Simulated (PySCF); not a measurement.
## Shapes and spin states of IrCl₂⁺

Level of theory: PySCF, B3LYP, basis Ir def2-SVP with ECP60, Cl def2-SVP (scalar-relativistic core potentials, no spin–orbit coupling, density fitting).

Relaxations began from a few typed shapes and spin states; open shells are unrestricted. The search is not exhaustive: other isomers or separated fragments can lie lower, and high-lying points may rest on an excited occupation.

Question: Order these stationary points by electronic energy, lowest first, in kJ/mol from the lowest minimum.
A. quintet D∞h: Ir–Cl 2.217 Å (×2); Cl–Ir–Cl 180.0°
B. triplet C2v: Ir–Cl 2.162 Å (×2); Cl–Ir–Cl 111.3°
C. singlet (closed shell, unstable to spin polarisation) D∞h: Ir–Cl 2.113 Å (×2); Cl–Ir–Cl 180.0°
D. triplet D∞h: Ir–Cl 2.162 Å (×2); Cl–Ir–Cl 180.0°
E. singlet (closed shell, unstable to spin polarisation) C2v: Ir–Cl 2.117 Å (×2); Cl–Ir–Cl 139.1°
F. triplet C2v: Ir–Cl 2.157 Å (×2); Cl–Ir–Cl 114.6°

Answer: A (0.0), B (20.7), F (25.5), D (44.7), E (76.8), C (87.6).

Question: Which of them are minima?

Answer: By energy in kJ/mol, 0.0: not settled, its softest mode being under 30 cm⁻¹; 20.7: minimum; 25.5: minimum; 44.7: saddle point, 1 imaginary mode; 76.8: minimum of the closed-shell surface only; 87.6: saddle point, 2 imaginary modes.

Formally Ir is in oxidation state +3, d6, with 4 unpaired electrons (the high-spin count). The Mulliken spin on Ir is 2.91. The polar-tensor charge on Ir, 1.31, is far below the formal one.

For the lowest minimum: with open d or f shells other occupations or spin states may lie lower. No spin–orbit coupling is included, which matters more the heavier the element.

The electron or spin density has lower symmetry than the nuclear frame for the triplet D∞h at 44.7 kJ/mol.
